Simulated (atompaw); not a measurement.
**Zn (Z = 30) PAW (atompaw): all-electron and pseudo phase curves**

atompaw 4.2.0.5 input, output lines left out:

```
Zn 30
GGA-PBESOL scalarrelativistic loggrid 1500 logderivrange -3 5 201
4 4 3 0 0 0
4 1 0
0 0 0
c
c
c
v
c
c
v
v
2
3.00 2.95 2.25 2.20
y
3.25
n
y
2.05
n
y
0.85
n
custom polynom2 7 10 vanderbiltortho sinc
3 1 vpsmatchnc
3.00
3.00
3.00
3.00
1.25
1.25
```

The phase is arctan(r·u′/u) with u = r·R(r), unwrapped; energies in Ry, scanned from -3 to 5 Ry. A pole is an energy at which the radial function vanishes at the test radius. The pseudo phase is shifted by a multiple of π to meet the all-electron one at the reference energy, and phase errors are pseudo minus all-electron; the curves can meet again beyond the range given. Levels narrower than the energy grid can be missing from the lists of poles.

```json
{"channel": "s", "radius (bohr)": "3.02", "reference energy (Ry)": "-0.44", "poles, all-electron": "0.28", "poles, pseudo": "0.21, 2.81", "unbroken range about the reference energy with phases within 0.05 rad": "below 0.8", "phase error 1 Ry above the reference energy (rad)": "-0.037"}
{"channel": "p", "radius (bohr)": "3.02", "reference energy (Ry)": "-0.08", "poles, all-electron": "1.15", "poles, pseudo": "1.14, 4.13", "unbroken range about the reference energy with phases within 0.05 rad": "below 2.8", "phase error 1 Ry above the reference energy (rad)": "-0.002"}
{"channel": "d", "radius (bohr)": "3.02", "reference energy (Ry)": "-0.75", "poles, all-electron": "-0.72, 2.74", "poles, pseudo": "-0.72, 2.75", "unbroken range about the reference energy with phases within 0.05 rad": "below 4.7", "phase error 1 Ry above the reference energy (rad)": "+0.000"}
```

Phases in the d channel:

```csv
E (Ry),all-electron,pseudo
-3.00,1.386,1.386
-2.52,1.371,1.371
-2.04,1.350,1.350
-1.56,1.320,1.320
-1.08,1.261,1.261
-0.60,-1.802,-1.801
-0.12,-1.950,-1.950
0.36,-2.147,-2.147
0.84,-2.778,-2.778
1.32,-4.037,-4.037
1.80,-4.472,-4.471
2.28,-4.628,-4.627
2.76,-4.715,-4.714
3.24,-4.784,-4.782
3.72,-4.856,-4.853
4.20,-4.965,-4.955
4.68,-5.222,-5.185
```
